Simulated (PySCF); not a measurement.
Al(Vi)(OH)(OEt), SMILES C=[CH][Al]([OH])[O]CC, GFN2-xTB optimised geometry.

```
16

Al    -0.69     0.62     0.00
C      1.29     0.62     0.00
C      2.01    -0.49    -0.03
H      1.81     1.58     0.02
H      3.09    -0.49    -0.03
H      1.54    -1.46    -0.06
O     -1.42     2.09     0.00
H     -1.90     2.91     0.00
O     -1.48    -0.83    -0.02
C     -2.00    -2.12     0.06
C     -1.48    -2.85     1.30
H     -3.09    -2.07     0.10
H     -1.71    -2.68    -0.84
H     -1.77    -2.30     2.20
H     -1.90    -3.85     1.35
H     -0.40    -2.91     1.27
```

Density from PBE0/def2-TZVP run with PySCF 2.14.0 at that geometry.

Minimum of the electron density along straight lines between bonded atoms, close to the bond critical point (lines longer than 1.1 times the sum of covalent radii, or with two minima, are not listed):

```json
[
 {"bond": "Al1–C2", "length / Å": "1.982", "ρ at the minimum / e bohr⁻³": "…", "∇²ρ there / e bohr⁻⁵": "0.24", "position (fraction from the first atom)": "0.40"},
 {"bond": "C2–C3", "length / Å": "1.325", "ρ at the minimum / e bohr⁻³": "0.355", "∇²ρ there / e bohr⁻⁵": "-1.10", "position (fraction from the first atom)": "0.49"},
 {"bond": "C2–H4", "length / Å": "1.086", "ρ at the minimum / e bohr⁻³": "0.280", "∇²ρ there / e bohr⁻⁵": "-0.97", "position (fraction from the first atom)": "0.64"},
 {"bond": "C3–H5", "length / Å": "1.083", "ρ at the minimum / e bohr⁻³": "0.285", "∇²ρ there / e bohr⁻⁵": "-1.01", "position (fraction from the first atom)": "0.64"},
 {"bond": "C3–H6", "length / Å": "1.080", "ρ at the minimum / e bohr⁻³": "0.287", "∇²ρ there / e bohr⁻⁵": "-1.03", "position (fraction from the first atom)": "0.64"},
 {"bond": "Al1–O7", "length / Å": "1.644", "ρ at the minimum / e bohr⁻³": "0.114", "∇²ρ there / e bohr⁻⁵": "0.97", "position (fraction from the first atom)": "0.44"},
 {"bond": "O7–H8", "length / Å": "0.945", "ρ at the minimum / e bohr⁻³": "0.365", "∇²ρ there / e bohr⁻⁵": "…", "position (fraction from the first atom)": "0.82"},
 {"bond": "Al1–O9", "length / Å": "1.651", "ρ at the minimum / e bohr⁻³": "0.112", "∇²ρ there / e bohr⁻⁵": "0.95", "position (fraction from the first atom)": "0.44"},
 {"bond": "O9–C10", "length / Å": "1.393", "ρ at the minimum / e bohr⁻³": "0.260", "∇²ρ there / e bohr⁻⁵": "…", "position (fraction from the first atom)": "0.66"},
 {"bond": "C10–C11", "length / Å": "1.524", "ρ at the minimum / e bohr⁻³": "0.251", "∇²ρ there / e bohr⁻⁵": "-0.64", "position (fraction from the first atom)": "0.51"},
 {"bond": "C10–H12", "length / Å": "1.098", "ρ at the minimum / e bohr⁻³": "0.283", "∇²ρ there / e bohr⁻⁵": "-1.00", "position (fraction from the first atom)": "0.64"},
 {"bond": "C10–H13", "length / Å": "1.098", "ρ at the minimum / e bohr⁻³": "0.283", "∇²ρ there / e bohr⁻⁵": "-1.00", "position (fraction from the first atom)": "0.64"},
 {"bond": "C11–H14", "length / Å": "1.088", "ρ at the minimum / e bohr⁻³": "0.279", "∇²ρ there / e bohr⁻⁵": "-0.96", "position (fraction from the first atom)": "0.64"},
 {"bond": "C11–H15", "length / Å": "1.087", "ρ at the minimum / e bohr⁻³": "0.278", "∇²ρ there / e bohr⁻⁵": "-0.95", "position (fraction from the first atom)": "0.64"},
 {"bond": "C11–H16", "length / Å": "1.087", "ρ at the minimum / e bohr⁻³": "0.279", "∇²ρ there / e bohr⁻⁵": "-0.96", "position (fraction from the first atom)": "0.64"}
]
```

Problem. Some entries are withheld; supply them.

Solution. 
- Al1–C2, ρ at the minimum / e bohr⁻³: 0.083
- O7–H8, ∇²ρ there / e bohr⁻⁵: -2.60
- O9–C10, ∇²ρ there / e bohr⁻⁵: -0.39
